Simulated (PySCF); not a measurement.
NMR problem set

Theoretical values (PySCF 2.14): shieldings: GIAO PBE0/pcSseg-1, GFN2-xTB structure. Non-relativistic Hamiltonian, one computed conformer, fast rotation and ring inversion assumed for equivalent nuclei, no solvent.

Shifts are taken against calculated references (same method and geometry level): ¹H and ¹³C vs TMS. Where no couplings were computed, multiplicities follow the n + 1 count of equivalent neighbours, and m marks all less simple cases (inequivalent or close neighbours, rings, F or P nearby). Shifts are as computed. Against solution values, carbons near 30 ppm lie about +3 ppm off and those near 130 ppm about +5 ppm. Of 1211 compounds with measured shifts, 218 miss one by over three times the rms of a fit or turn the order of signals round; such compounds aren't used in these exercises.

(1) C₆H₉NSi. ¹H NMR (500 MHz, computed): δ 6.52 (m, 1H), 6.16 (m, 1H), 4.27 (m, 1H), 4.25 (m, 1H), 3.64 (m, 1H), 2.70 (m, 1H), 0.40 (m, 3H). ¹³C{¹H} NMR (computed): δ 153.6 (CH), 139.0 (CH), 123.6 (C), 36.9 (CH), 30.8 (CH), -8.2 (CH3). Give a structure.

(2) C₄H₄O₄. ¹H NMR (500 MHz, computed): δ 8.09 (s, 2H), 7.65 (s, 2H). ¹³C{¹H} NMR (computed): δ 160.9 (CH), 126.6 (CH). Identify the compound.

Answers

(1) `InChI=1S/C6H9NSi/c1-8-6-3-2-5(6)4-7/h2-3,5-6H,8H2,1H3/t5-,6-/m1/s1`. The formula gives 4 degrees of unsaturation (1 ring in the answer). 6 carbon signals for 6 carbons: no two carbons are equivalent. Carbon types of the structure: 1 × C, 4 × CH, 1 × CH3, leaving 2 H on heteroatoms. δC 153.6, 139.0: alkene CH; the olefinic region. δC 123.6: nitrile carbon; C≡N carbons fall here, among the sp2 signals but without a proton. δC 30.8: allylic sp3 CH; a saturated carbon with 3 carbon neighbours and no heteroatom attached. δH 0.40: hydrogen on a methyl carbon bonded to Si; an electropositive neighbour shields it, as in TMS itself.

The data come from this structure; uniqueness wasn't tested.

(2) `O=CO/C=C\OC=O`. The formula gives 3 degrees of unsaturation (no ring in the answer). 2 carbon signals for 4 carbons: some carbons are equivalent by symmetry or fast rotation. Carbon types of the structure: 4 × CH, which accounts for all hydrogens. δC 160.9: ester carbonyl carbon; it is a carbonyl in resonance with an O or N lone pair, the region of acids, esters and amides. δC 126.6: alkene carbon bearing oxygen; an sp2 carbon of a C=C bond. δH 8.09: hydrogen on an ester carbonyl carbon. δH 7.65: hydrogen on an alkene carbon bearing oxygen; a vinylic proton, deshielded by the sp2 carbon and the C=C anisotropy.

The shifts were computed for this structure.
